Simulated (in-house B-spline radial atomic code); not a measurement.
Computed with a B-spline radial atomic code. Model: two electrons, singlet ground state, non-relativistic, full CI in B-splines with partial waves to l = 8 (at full coupling up to 3e-4 hartree above the limit, correlation up to 0.6 % small), density held at that of full coupling by Lieb maximisation.

W(λ) is the mean repulsion in the state of coupling λ less the Hartree energy of the fixed density. Its start is exact exchange, its initial slope is twice the second-order Görling-Levy correlation energy, and its area from 0 to 1 is E_xc. A straight curve means weak, dynamic correlation, and a curve that drops fast and flattens means strong correlation.

Command:
```bash
python run_ac.py task.json out
```
Settings (lengths in bohr, energies in hartree):
```
potential              coulomb
strength               1.87
lmax                   8
wall_radius            1.96
```

Time taken, with all properties: 5.1 s on 1 thread of Intel(R) Xeon(R) Processor @ 2.30GHz (shared host).

**W = mean repulsion less Hartree energy, and W of three functionals.**

Given: confinement point charge; nuclear charge 1.87; hard wall radius 1.96 bohr; external potential -Z/r.

Computed: LDA exchange minus exact 176.44 millihartree; PBE exchange minus exact 40.782 millihartree.

```
coupling  W xc (hartree)  W xc minus exchange (millihartree)  kinetic minus Kohn-Sham (millihartree)  LDA (PW92) W minus its exchange (millihartree)  PBE W minus its exchange (millihartree)  SCAN W minus its exchange (millihartree)
       0         -1.2146                                   0                                       0                                               0                                        0                                         0
    0.02         -1.2165                               -1.86                                    0.02                                          -12.39                                    -2.21                                     -1.88
    0.05         -1.2192                              -4.622                                    0.11                                           -25.5                                    -5.55                                     -4.65
    0.12         -1.2256                             -10.944                                    0.65                                          -49.13                                    -13.3                                     -10.9
    0.25         -1.2369                             -22.242                                    2.73                                          -82.46                                   -27.29                                    -21.93
     0.4         -1.2492                             -34.608                                    6.74                                         -112.79                                   -42.64                                     -33.9
     0.6         -1.2647                             -50.068                                   14.46                                         -145.84                                   -61.77                                    -48.78
     0.8         -1.2791                             -64.459                                   24.51                                         -173.56                                   -79.48                                    -62.61
       1         -1.2925                             -77.886                                   36.58                                          -197.6                                    -95.9                                    -75.52
     1.4               ?                                   ?                                       ?                                               ?                                        ?                                         ?
       2          -1.348                              -133.4                                  118.41                                         -286.14                                  -163.11                                   -129.38
       3         -1.3895                             -174.88                                  221.17                                         -346.17                                  -213.16                                   -170.53
     4.5         -1.4352                             -220.57                                  390.54                                         -409.91                                  -269.01                                   -217.05
       7               ?                                   ?                                       ?                                               ?                                        ?                                         ?
      10         -1.5247                             -310.08                                  1002.8                                         -536.24                                  -384.93                                   -311.47
```

(1) What belongs in the row 1.4?

(2) What belongs in the row 7?

(3) What is the SCAN exchange minus exact?

**Energy parts, natural occupations and partial-wave weights.**

Computed: total energy -2.0764 hartree; correlation energy -0.041304 hartree; kinetic part of the DFT correlation energy 0.036582 hartree; initial slope twice GL2 -0.093362 hartree; kinetic part over minus potential part 0.46969; Hartree energy 2.4292 hartree; Lieb Oxford ratio E_xc over LDA exchange 1.2097.

```csv
natural,occupation of the shell (electrons)
s,1.9894
p,0.0080309
s,?
d,0.00034677
p,0.00014659
f,4.4407e-05
```

(4) What belongs in the row s?

```json
{"wave": "s", "weight": "0.99569"}
{"wave": "p", "weight": "?"}
{"wave": "d", "weight": "0.00018654"}
{"wave": "f", "weight": "2.5345e-05"}
{"wave": "g", "weight": "5.8407e-06"}
```

(5) What belongs in the row p?

(6) What is the Kohn-Sham kinetic?

(7) What is the exchange energy?

Answers

(1) W xc (hartree): -1.3168; W xc minus exchange (millihartree): -102.2; kinetic minus Kohn-Sham (millihartree): 65.65; LDA (PW92) W minus its exchange (millihartree): -238.06; PBE W minus its exchange (millihartree): -125.44; SCAN W minus its exchange (millihartree): -98.98.

(2) W xc (hartree): -1.4859; W xc minus exchange (millihartree): -271.28; kinetic minus Kohn-Sham (millihartree): 677.23; LDA (PW92) W minus its exchange (millihartree): -480.53; PBE W minus its exchange (millihartree): -333.15; SCAN W minus its exchange (millihartree): -270.16.

(3) 3.7877 millihartree.

(4) occupation of the shell (electrons): 0.0019917.

(5) weight: 0.0040935.

(6) 3.7674 hartree.

(7) -1.2146 hartree.

Half-way to full coupling W has made 54 % of its drop, against 50 % for a straight line, and second-order (GL2) theory, half the initial slope, overshoots the correlation energy by about 13 %: a moderate bend, as in light atoms. Over couplings 0 to 1 the errors in E_xc come to about +96 millihartree for LDA, +31 millihartree for PBE, +4.8 millihartree for SCAN, so SCAN is nearest. In LDA and PBE the errors of exchange and correlation have opposite signs, so the sum is smaller than the larger of the two.
